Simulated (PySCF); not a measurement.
isocyanic acid cation (CHNO), SMILES N=C=O (connectivity only; charge and spin as stated), charge +1, multiplicity 2. Atoms are numbered in the order given.

```xyz
4

N      0.1315    -1.1775     0.0000
C     -0.0336     0.0721     0.0000
O     -0.0098     1.2092     0.0000
H     -0.6403    -1.8628     0.0000
```
Charge +1, spin multiplicity 2.

Coordinates come from a B3LYP-D3(BJ)/def2-TZVP optimisation. The multiplicity is an assumed one; other spin states were not compared.

Computed with PBE0/pcH-1 (PySCF).

Unrestricted Kohn–Sham, ⟨S²⟩ = 0.770. Hyperfine tensors hold the contact and dipolar terms, without spin-orbit corrections.

Computed hyperfine couplings:
```tsv
nucleus	A(iso) (MHz)	A(iso) (G)	dipolar principal values (MHz)
14N no. 1	32.1	11.5	-38.3, -37.0, 75.3
13C no. 2	-73.9	-26.4	-24.8, -3.6, 28.4
17O no. 3	-19.1	-6.8	-109.4, 52.9, 56.5
1H no. 4	-58.9	-21.0	-42.2, -11.0, 53.3
```

### Question
And the g tensor (effective nuclear charges for spin-orbit coupling, GIAO)? (Estimate from the structure and the level; the computed values follow.)

### Answer
principal values 2.0022, 2.0049, 2.0232; isotropic 2.0101.
